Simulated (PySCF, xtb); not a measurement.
Ge(F)2 anion (F2Ge), SMILES [F][Ge][F] (connectivity only; charge and spin as stated), charge -1, multiplicity 2.

Harmonic wavenumbers (cm⁻¹) from GFN2-xTB run with xtb at its own minimum, in rising order: 89, 281, 348.

**Question.** What does B3LYP-D3(BJ)/def2-SVPD run with PySCF give at its own minimum? (Estimate from the structure and the level; the computed values follow.)

**Answer.** 202, 472, 507. Paired by order, the mean absolute difference is 154 cm⁻¹ and the zero-point energies are 1.0 and 1.7 kcal/mol.
